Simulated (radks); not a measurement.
Results of a calculation; reference values are marked as such.
Problem. All-electron atom: Pb in [Hg] 6p2. Level of theory: Dirac Kohn-Sham, BLYP, spin-unpolarised, spherical densities, finite nucleus; open shells fill j = l - 1/2 first; Fermi nuclear charge, rms radius 5.5012 fm (a radial shooting solver on a logarithmic mesh with Libxc functionals). Some entries of the table are withheld. Estimate them.

orbital,occ.,eigenvalue (hartree),<r^2> (bohr^2),<r> (bohr)
1s1/2,2,-3231.152,0.0003575,0.01606
2s1/2,2,-577.4398,0.005366,0.06692
2p1/2,2,-554.8101,0.003774,(1)
2p3/2,4,-474.3339,0.004956,(2)
3s1/2,2,-138.5562,0.03477,0.1740
3p1/2,2,-128.2809,0.03158,0.1644
3p3/2,4,-110.3267,0.03792,0.1807
3d3/2,4,-93.33142,0.02892,0.1570
3d5/2,6,-89.50988,0.03064,0.1619
4s1/2,2,-31.31882,0.1668,0.3842
4p1/2,2,-26.86087,0.1691,0.3853
4p3/2,4,-22.46469,0.2004,0.4199
4d3/2,4,-15.17758,0.2083,0.4246
4d5/2,6,-14.35709,0.2191,0.4357
5s1/2,2,-5.23249,0.8178,0.8541
4f5/2,6,-4.92294,0.2435,0.4509
4f7/2,8,-4.73803,0.2504,0.4572
5p1/2,2,-3.70857,0.9393,0.9125
5p3/2,4,-2.88498,1.140,1.005
5d3/2,4,(3),1.916,1.282
5d5/2,6,(4),2.076,1.332
6s1/2,2,-0.40907,6.231,2.338
6p1/2,2,-0.14429,11.35,3.110
6p3/2,0,-0.09453,16.03,3.683

Solution. 
(1) 2p1/2 <r> (bohr): 0.05487
(2) 2p3/2 <r> (bohr): 0.06379
(3) 5d3/2 eigenvalue (hartree): -0.78714
(4) 5d5/2 eigenvalue (hartree): -0.69243
